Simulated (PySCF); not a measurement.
PySCF input (B3PW91/6-31G* (5d)):

```python
from pyscf import gto, dft

mol = gto.M(
    atom='''
    C    -1.53920900   -1.57302800   -1.48755900
    O    -0.79950800   -1.33771700   -0.29228500
    Si   -0.02235100    0.05121100    0.06733000
    S    -1.46219400    1.61693200   -0.10935600
    S     0.83084300   -0.17035700    2.01124800
    O     1.21009500    0.39696500   -0.94457400
    C     2.39354700   -0.38446300   -1.08606200
    H    -0.95995800   -1.29869900   -2.37237800
    H    -1.77182100   -2.63616400   -1.52819000
    H    -2.47180800   -1.00437100   -1.48579800
    H    -0.57529700    2.58989100    0.15816200
    H    -0.33642500   -0.50092100    2.58832300
    H     2.92968600   -0.01677800   -1.95977900
    H     3.03369400   -0.28304200   -0.20683400
    H     2.15573100   -1.44109900   -1.22978600
    ''',
    basis='6-31g*',
    charge=0,
    spin=0,
    verbose=4,
)

mf = dft.RKS(mol, xc='b3pw91')
mf.grids.level = 3
mf.conv_tol = 1e-9
mf.max_cycle = 100
mf.max_memory = 1500
mf.kernel()
if not mf.converged:
    mf = mf.newton()
    mf.kernel(mf.make_rdm1())
mf.dip_moment()
```

Output:

```
PySCF version 2.14.0

[INPUT] verbose = 4
[INPUT] num. atoms = 15
[INPUT] num. electrons = 82
[INPUT] charge = 0
[INPUT] spin (= nelec alpha-beta = 2S) = 0
[INPUT] symmetry False subgroup None
[INPUT] Mole.unit = angstrom
[INPUT] Symbol           X                Y                Z      unit          X                Y                Z       unit  Magmom
[INPUT]  1 C     -1.539209000000  -1.573028000000  -1.487559000000 AA   -2.908683458466  -2.972592106272  -2.811079104132 Bohr   0.0
[INPUT]  2 O     -0.799508000000  -1.337717000000  -0.292285000000 AA   -1.510851154399  -2.527918762175  -0.552338600318 Bohr   0.0
[INPUT]  3 Si    -0.022351000000   0.051211000000   0.067330000000 AA   -0.042237268610   0.096774764565   0.127235259967 Bohr   0.0
[INPUT]  4 S     -1.462194000000   1.616932000000  -0.109356000000 AA   -2.763146200982   3.055558642045  -0.206652890078 Bohr   0.0
[INPUT]  5 S      0.830843000000  -0.170357000000   2.011248000000 AA    1.570065722512  -0.321928073403   3.800707888579 Bohr   0.0
[INPUT]  6 O      1.210095000000   0.396965000000  -0.944574000000 AA    2.286748134706   0.750155131038  -1.784986164385 Bohr   0.0
[INPUT]  7 C      2.393547000000  -0.384463000000  -1.086062000000 AA    4.523148296274  -0.726529775029  -2.052359734297 Bohr   0.0
[INPUT]  8 H     -0.959958000000  -1.298699000000  -2.372378000000 AA   -1.814057711085  -2.454185428247  -4.483144683943 Bohr   0.0
[INPUT]  9 H     -1.771821000000  -2.636164000000  -1.528190000000 AA   -3.348256431753  -4.981627979438  -2.887860566299 Bohr   0.0
[INPUT] 10 H     -2.471808000000  -1.004371000000  -1.485798000000 AA   -4.671040152509  -1.897986117456  -2.807751296427 Bohr   0.0
[INPUT] 11 H     -0.575297000000   2.589891000000   0.158162000000 AA   -1.087153770284   4.894184682476   0.298882863313 Bohr   0.0
[INPUT] 12 H     -0.336425000000  -0.500921000000   2.588323000000 AA   -0.635751111457  -0.946603500043   4.891221591913 Bohr   0.0
[INPUT] 13 H      2.929686000000  -0.016778000000  -1.959779000000 AA    5.536304170973  -0.031705824918  -3.703445574674 Bohr   0.0
[INPUT] 14 H      3.033694000000  -0.283042000000  -0.206834000000 AA    5.732850805736  -0.534871861749  -0.390859613248 Bohr   0.0
[INPUT] 15 H      2.155731000000  -1.441099000000  -1.229786000000 AA    4.073741188235  -2.723282428385  -2.323958731824 Bohr   0.0

nuclear repulsion = 576.613766659872
number of shells = 64
number of NR pGTOs = 293
number of NR cGTOs = 126
basis = 6-31g*
ecp = {}

******** <class 'pyscf.dft.rks.RKS'> ********
method = RKS
initial guess = minao
damping factor = 0
level_shift factor = 0
DIIS = <class 'pyscf.scf.diis.CDIIS'>
diis_start_cycle = 1
diis_space = 8
diis_damp = 0
SCF conv_tol = 1e-09
SCF conv_tol_grad = None
SCF max_cycles = 100
direct_scf = True
direct_scf_tol = 1e-13
XC library pyscf.dft.libxc version 7.1.2
    S. Lehtola, C. Steigemann, M. J. T. Oliveira, and M. A. L. Marques,  SoftwareX 7, 1–5 (2018)
XC functionals = b3pw91
    A. D. Becke,  J. Chem. Phys. 98, 5648 (1993)
radial grids:
    Treutler-Ahlrichs [JCP 102, 346 (1995); DOI:10.1063/1.469408] (M4) radial grids

becke partition: Becke, JCP 88, 2547 (1988); DOI:10.1063/1.454033
pruning grids: <function nwchem_prune>
grids dens level: 3
symmetrized grids: False
atomic radii adjust function: <function treutler_atomic_radii_adjust>
small_rho_cutoff = 0
Set gradient conv threshold to 3.16228e-05
Initial guess from minao.
tot grids = 191808
init E= -1317.88367804729
  HOMO = -0.301076382197259  LUMO = -0.0396942305091095  gap/eV = 7.11257
cycle= 1 E= -1317.0637133284  delta_E= 0.82  |g|= 0.888  |ddm|= 3.64
  HOMO = -0.159899587367945  LUMO = 0.0234155307535517  gap/eV = 4.98826
cycle= 2 E= -1316.83023774842  delta_E= 0.233  |g|= 1.42  |ddm|= 2.34
  HOMO = -0.243445003042342  LUMO = 0.022476999019684  gap/eV = 7.23611
cycle= 3 E= -1317.2204265148  delta_E= -0.39  |g|= 0.112  |ddm|= 1.58
  HOMO = -0.261674913218184  LUMO = 0.0137779293713658  gap/eV = 7.49545
cycle= 4 E= -1317.22352116487  delta_E= -0.00309  |g|= 0.0352  |ddm|= 0.193
  HOMO = -0.258423610784479  LUMO = 0.0149148656242808  gap/eV = 7.43792
cycle= 5 E= -1317.22388982012  delta_E= -0.000369  |g|= 0.00944  |ddm|= 0.0595
  HOMO = -0.257774253789458  LUMO = 0.0156929498184808  gap/eV = 7.44142
cycle= 6 E= -1317.22391455885  delta_E= -2.47e-05  |g|= 0.00222  |ddm|= 0.0153
  HOMO = -0.258008417914058  LUMO = 0.0154950306132493  gap/eV = 7.44241
cycle= 7 E= -1317.22391606521  delta_E= -1.51e-06  |g|= 0.000161  |ddm|= 0.00328
  HOMO = -0.258006273564235  LUMO = 0.0154885924494215  gap/eV = 7.44217
cycle= 8 E= -1317.22391607209  delta_E= -6.89e-09  |g|= 7.42e-05  |ddm|= 0.000305
  HOMO = -0.258003868034822  LUMO = 0.0154913264110115  gap/eV = 7.44218
cycle= 9 E= -1317.22391607354  delta_E= -1.45e-09  |g|= 1.49e-05  |ddm|= 8.44e-05
  HOMO = -0.258003379212802  LUMO = 0.0154916120707758  gap/eV = 7.44218
cycle= 10 E= -1317.22391607359  delta_E= -4.68e-11  |g|= 4.89e-06  |ddm|= 2.15e-05
  HOMO = -0.258004184647967  LUMO = 0.015491100454843  gap/eV = 7.44219
Extra cycle  E= -1317.22391607359  delta_E= 9.09e-13  |g|= 5.66e-06  |ddm|= 1.31e-05
converged SCF energy = -1317.22391607359
Dipole moment(X, Y, Z, Debye):  0.47096, -1.07899, -1.41863
```

The geometry given is a B3LYP-D3(BJ)/def2-TZVP minimum.
